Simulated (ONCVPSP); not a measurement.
**Tc: excitation energies, all-electron against ONCV**

Tc, optimised norm-conserving Vanderbilt (ONCV), made with ONCVPSP 4.0.1 (PBE, fully relativistic). Core [Ar] 3d10 4s2, reference 4p6 4d5 5s2. Waves: 5s: rc 2.90 bohr, ncon 4, nbas 7, qcut 2.1 1/bohr, 2 projectors, debl 2.1 Ha; 4p: rc 1.25 bohr, ncon 5, nbas 10, qcut 6.8 1/bohr, 2 projectors, debl 2 Ha; 4d: rc 2.40 bohr, ncon 5, nbas 9, qcut 7.5 1/bohr, 2 projectors, debl 0.6 Ha. Local part: polynomial inside 0.90 bohr (lpopt 5, dvloc0 6 Ha). Core correction: polynomial model core, fcfact 0.55.

Open shells are filled in proportion to 2j + 1.

Energies are relative to the spin-unpolarised reference configuration 4p6 4d5 5s2; without spin polarisation the order of configurations can differ from experiment.

```json
{"valence configuration": "4p6 4d5 5s1", "charge": "+1", "ΔE all-electron (eV)": "8.154", "error AE − PS (meV)": "-5.0"}
{"valence configuration": "4p6 4d5 5s0", "charge": "+2", "ΔE all-electron (eV)": "23.006", "error AE − PS (meV)": "-31"}
{"valence configuration": "4p6 4d5 5s0 5p2", "charge": "0", "ΔE all-electron (eV)": "7.704", "error AE − PS (meV)": "-24"}
```

**Question.** What are ΔE and the potential's error for 4p6 4d4 5s0?

**Answer.** ΔE = 51.708 eV all-electron; the error (AE − PS) is +5.0 meV.

Levels in the configuration 4p6 4d5 5s0:

```csv
level,all-electron (eV),pseudo (eV)
4p j=3/2,-60.638,-60.530
4p j=1/2,-63.583,-63.466
4d j=5/2,-22.376,-22.350
4d j=3/2,-22.684,-22.657
```

These tests converged, but a pseudo level misses the all-electron one widely, so the file describes the atom poorly there or has found another state: 4p6 4d5 5s0 5p2: empty 5s by 11.7 eV.

Note: ghosts flagged at negative energy: s at -112.4 eV; GHOST(+) flagged for s at 82.6 eV. A true bound ghost makes a file unfit for plane-wave use.
